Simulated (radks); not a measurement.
Q: The table gives one normalised radial function P(r) = r R(r) of Mo2+ in [Kr] 4d4 (r in bohr). Method: scalar-relativistic Kohn-Sham, Slater X-alpha with alpha = 0.604, spin-polarised, spherical densities, point nucleus; open shells are filled with parallel spins first (spin-orbit coupling, left out, can overturn this in heavy ions); computed with a radial shooting solver on a logarithmic mesh with Libxc functionals.

r	P
0.00464	0.0077
0.006091	0.0125
0.007994	0.0201
0.01049	0.0322
0.01377	0.0507
0.01808	0.0784
0.02373	0.1179
0.03115	0.1707
0.04088	0.2347
0.05366	0.2998
0.07044	0.3441
0.09246	0.3322
0.1214	0.2250
0.1593	0.0060
0.2091	-0.2800
0.2744	-0.5057
0.3602	-0.5055
0.4728	-0.1909
0.6206	0.3437
0.8146	0.8352
1.069	1.0242
1.404	0.8606
1.842	0.5231
2.418	0.2277
3.174	0.0674
4.166	0.0124
5.468	0.0012

Which n and l does it have? It may be an empty orbital.

A: n = 4, l = 1: the number of nodes gives n - l - 1 = 2, the rise at small r (about r^(l+1), flatter next to the nucleus through relativity) gives l, and the extent must fit the shell. The curve is that of 4p down; the table hardly tells the two spins apart. 4p down: eigenvalue -52.394 eV, 2 radial nodes at r = 0.160, 0.525 bohr, <r> = 1.23 bohr, 90 % of the charge inside 1.82 bohr.
